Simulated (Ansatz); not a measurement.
```yaml
crystal:
  periodic: [false, false, false]
  atoms:
    - {symbol: F, position_ang: [-1.881254, 0.476020, 1.020952]}
    - {symbol: C, position_ang: [-1.155830, -0.274316, 0.148250]}
    - {symbol: F, position_ang: [-0.882363, -1.454191, 0.752600]}
    - {symbol: C, position_ang: [0.090192, 0.458646, -0.225669]}
    - {symbol: C, position_ang: [1.292047, -0.070230, -0.084208]}
    - {symbol: I, position_ang: [3.039948, 0.909740, -0.599204]}
    - {symbol: H, position_ang: [-1.798663, -0.481850, -0.715404]}
    - {symbol: H, position_ang: [-0.064034, 1.453065, -0.629987]}
    - {symbol: H, position_ang: [1.448557, -1.063183, 0.315571]}
basis:
  gaussian: {orbitals: def2-TZVPD, final_grid: {core_spheres: 1, valence_spheres: 1, degree: 5}}
magnetization: {spin_polarized: true, initial_magnetization: 2}
hamiltonian: {xc: {name: PBE}}
output: {forces: true}
```

```sh
$ ansatz run in.yaml --threads 4 --pin off --events-out ev --progress --plain --max-ram 10444MiB
```

Output, abridged:

```
Functional definition: PBE
1483 factors; their error is unknown
mean field evaluation 1: about -16653.2740 eV, gradient 7.6e1 eV
mean field evaluation 2: about -16265.2995 eV, gradient 2.1e2 eV
mean field evaluation 4: about -16680.4910 eV, gradient 2.5e1 eV
mean field evaluation 8: about -16684.0008 eV, gradient 4.4e0 eV
mean field evaluation 16: about -16695.6176 eV, gradient 7.8e0 eV
mean field evaluation 32: about -16696.5806 eV, gradient 1.5e-3 eV
a density is far from that of the atoms, so the factors are made again for it
2074 factors; integrals over basis functions are off by at most 7.5e-4 eV
mean field -16696.57923977 eV, -613.5879697136 hartree, gradient 1.8e-5 eV, S^2 2.009728; 0 other end points of the search recorded, 0 dependent functions left out
reference -16696.57936707 eV, -613.5879743917 hartree; 33, 31 occupied and 244, 246 virtual orbitals, 2074 factors
Total energy: -16696.57936707 eV, -613.5879743917 hartree
Atom 0 at    -1.881254     0.476020     1.020952 Å, force     6.945691    -9.489487    -6.309110 eV/Å
Atom 1 at    -1.155830    -0.274316     0.148250 Å, force     4.278042     8.146808    -2.588436 eV/Å
Atom 2 at    -0.882363    -1.454191     0.752600 Å, force     2.126048     3.275291    -2.125524 eV/Å
Atom 3 at     0.090192     0.458646    -0.225669 Å, force     5.259963   -14.836714     6.649066 eV/Å
Atom 4 at     1.292047    -0.070230    -0.084208 Å, force   -16.349013    27.036395    -5.784732 eV/Å
Atom 5 at     3.039948     0.909740    -0.599204 Å, force    -4.647900   -15.466467     4.450135 eV/Å
Atom 6 at    -1.798663    -0.481850    -0.715404 Å, force     2.400920     0.731309     6.190475 eV/Å
Atom 7 at    -0.064034     1.453065    -0.629987 Å, force     0.813748    -5.023214     1.156035 eV/Å
Atom 8 at     1.448557    -1.063183     0.315571 Å, force    -0.827498     5.626079    -1.637910 eV/Å
Dipole moment:    -0.155154    -0.115516    -0.260031 e Å
```

(1) What is wrong with this run?

Results:

(1) The integration grid is far too coarse. The calculation finished and met its thresholds. The result belongs to that input, not to the molecule as meant.
